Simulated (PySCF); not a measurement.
## Spinor energies of Er³³⁺ (erbium, charge +33)

Start: [Ar] 3d10 4s2 4p5; 4p1/2 filled at m_j = -1/2, +1/2; 4p3/2 filled at m_j = -1/2, +1/2, +3/2. Calculated with PySCF 2.14 in an even-tempered Gaussian basis (17 s from 3.3 bohr⁻², ratio 2.8; 14 p from 4.3 bohr⁻², ratio 2.8; 8 d from 7.6 bohr⁻², ratio 2.8; 4 f from 22 bohr⁻², ratio 3): generalised Hartree-Fock with the X2C-1e Hamiltonian and a Gaussian nucleus; one run each with spin-orbit coupling (SO) switched off, then screened by Boettger's factors.

```csv
spinor shell,electrons,"ε, spin-free (eV)","ε, screened SO (eV)",weight of nominal j (screened SO),"rms radius, screened SO (bohr)"
1s1/2,2,-59102.4,-59088.3,1.000,0.0231
2s1/2,2,-11155.5,-11150.6,1.000,0.0935
2p1/2,2,-10017.8,-10667.8,1.000,0.0798
2p3/2,4,-10017.8,-9743.9,1.000,0.0865
3s1/2,2,-3530.8,-3528.8,1.000,0.237
3p1/2,2,-3175.9,-3318.7,1.000,0.228
3p3/2,4,-3175.9,-3114.0,1.000,0.242
3d3/2,4,-2737.9,-2763.1,1.000,0.214
3d5/2,6,-2737.9,-2718.7,1.000,0.218
4s1/2,2,-1565.6,-1564.9,1.000,0.502
4p1/2,2,-1432.7,-1475.0,0.999,0.503
4p3/2,3,-1432.7,-1414.1,0.999,0.526
```

```
   quantity     spin-free   screened SO
E (hartree)  -12477.24544  -12488.87866
        M_J           3/2           3/2
       ⟨J²⟩         3.751         3.751
       ⟨L²⟩         2.001         2.050
       ⟨S²⟩         0.750         0.800
```

Each row is a mean over spinors that exchange with the open shell spreads, by up to 11.112 eV (4s1/2).

Breit and QED terms are absent; they matter most for the inner s and p1/2 levels.

Densities and radii are taken from the X2C orbitals without a picture-change correction, which distorts them close to the nucleus.

Without spin-orbit coupling the j labels of p, d and f shells carry no meaning; the spin-free column gives the mean over the occupied spinors of each nl shell.
